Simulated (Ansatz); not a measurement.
W4Se8⁻, 12 atoms. Hardware: 2 threads of AMD EPYC 7R13 on a shared host and a share (18 GiB) of an NVIDIA H100 80GB HBM3.

In the def2 sets W takes a core potential; there is no spin–orbit coupling. Correlated methods freeze 72 core orbitals; core or outer-core shells of W, Se are correlated, in sets that lack core-valence functions. Single mean-field runs in def2-TZVP are fitted with def2-universal-jkfit.

Problem. How many basis functions does each of these Ansatz runs have, and roughly what does it cost? MP2/def2-SVP, charge -1 doublet, energy, from earlier orbitals; PBE0-D4/def2-TZVP, charge -1 doublet, energy, from earlier orbitals; PBE-D4/def2-TZVP, charge -1 doublet, energy and forces, from earlier orbitals; PBE-D4/def2-SVP, charge -1 doublet, energy, from earlier orbitals; BLYP-D4/def2-TZVP, charge -1 doublet, energy, from earlier orbitals; PBE-D4/def2-SVP, charge -1 doublet, relaxation, 24 steps; PBE-D4/def2-SVP, charge -1 doublet, energy with a search over starts; PBE0-D4/def2-SVP, charge -1 doublet, energy, from earlier orbitals; r2SCAN-D4/def2-TZVP, charge -1 doublet, energy, from earlier orbitals; RPA@PBE/def2-SVP, charge -1 doublet, energy, from earlier orbitals.

Solution. Other jobs shared the machine, so times can vary by a factor of up to 3.

```csv
run,functions,fitting or Cholesky vectors,wall time,peak host memory (GiB)
"PBE-D4/def2-TZVP, charge -1 doublet, energy and forces, from earlier orbitals",544,3036,10 s,1.2
"RPA@PBE/def2-SVP, charge -1 doublet, energy, from earlier orbitals",384,3724,11 s,2.3
"PBE-D4/def2-SVP, charge -1 doublet, energy, from earlier orbitals",384,3996,12 s,1.1
"BLYP-D4/def2-TZVP, charge -1 doublet, energy, from earlier orbitals",544,3036,14 s,1.2
"r2SCAN-D4/def2-TZVP, charge -1 doublet, energy, from earlier orbitals",544,3036,17 s,1.4
"PBE0-D4/def2-TZVP, charge -1 doublet, energy, from earlier orbitals",544,3036,18 s,1.2
"PBE0-D4/def2-SVP, charge -1 doublet, energy, from earlier orbitals",384,3724,23 s,1.1
"MP2/def2-SVP, charge -1 doublet, energy, from earlier orbitals",384,3724,25 s,1
"PBE-D4/def2-SVP, charge -1 doublet, energy with a search over starts",384,3996,26 s,1.4
"PBE-D4/def2-SVP, charge -1 doublet, relaxation, 24 steps",384,3996,2.9 min,1.1
```
